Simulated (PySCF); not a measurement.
C₂H₆FNOSi.

```xyz
12

N      1.8353    -0.2783    -0.6670
Si     0.3988     0.0301     0.2115
F      0.7122     0.4038     1.7726
C     -1.0372    -1.1469    -0.0830
O     -1.6576    -0.1228    -0.8935
C     -0.9124     1.0870    -0.6246
H      2.3230    -1.1621    -0.5605
H      2.4851     0.4717    -0.8808
H     -0.8794    -2.0649    -0.6727
H     -1.6567    -1.3958     0.7985
H     -0.6733     1.6110    -1.5645
H     -1.4799     1.7745     0.0295
```

The structure is a stationary point at ωB97X-D3(BJ)/def2-SVP. The structure was generated by enumeration, and PubChem lists no compound with its InChIKey, so it may never have been made. One conformer was computed; it need not be the lowest.

The numbers are results of HF/pcSseg-1 run with PySCF, not measurements. Non-relativistic, no solvent.

Computed absolute GIAO shielding of each atom: isotropic value and principal components (ppm):
```
atom  σ(iso)    σ11    σ22    σ33   span
----  ------  -----  -----  -----  -----
N1     243.4  227.2  230.7  272.4   45.2
Si2    397.8  376.6  382.3  434.5   57.9
F3     332.2  305.1  309.9  381.7   76.6
C4     124.6   71.7  116.3  185.9  114.3
O5     364.9  338.4  362.6  393.6   55.3
C6     124.3   71.4  116.2  185.3  113.9
H7      30.2   23.7   25.3   41.7   18.0
H8      30.3   23.6   25.3   41.9   18.3
H9      27.8   24.2   26.1   33.3    9.1
H10     27.7   24.2   26.1   32.8    8.6
H11     27.8   24.2   26.0   33.3    9.1
H12     27.7   24.2   26.1   32.7    8.6
```
